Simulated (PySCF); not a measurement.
A species of formula CH3FO2Si has this rotational fingerprint, computed with PBE0-D3(BJ)/def2-SVP geometry optimisation, gas phase (PySCF):

```
Rotational constants : A = 13841, B = 2347, C = 2058 MHz
Dipole components    : |μa| = 0.28 D, |μb| = 0.36 D, |μc| = 0.00 D
Inertial defect      : -6.33 u·Å²
κ                    : -0.95
```

**Question.** Which structure is it? (One computed conformer of each.)
A. `[O:1]=[CH:2][O:3][SiH2:4][F:5]` with O1–C2–O3–Si4 1°, C2–O3–Si4–F5 179°
B. `[O:1]=[C:2]([OH:3])[SiH2:4][F:5]` with O1–C2–O3–H 0°, O1–C2–Si4–F5 180°

**Answer.** A. It is O=CO[SiH2]F, a near-prolate asymmetric top, point group Cs. The candidates at the same level (rigid rotor, commonest isotopes):

| SMILES | A (MHz) | B (MHz) | C (MHz) | μa (D) | μb (D) | μc (D) | Δ (u·Å²) | point group | rotor |
| --- | --- | --- | --- | --- | --- | --- | --- | --- | --- |
| O=C(O)[SiH2]F | 7742 | 2701 | 2052 | 0.45 | 0.33 | 0.00 | -6.14 | Cs | asymmetric top |
| O=CO[SiH2]F | 13841 | 2347 | 2058 | 0.28 | 0.36 | 0.00 | -6.33 | Cs | near-prolate asymmetric top |

`O=C(O)[SiH2]F` has A 44 % too low. In the right answer the mirror of this Cs structure is the ab plane, so μc vanishes by symmetry. No structure here is proved a minimum.
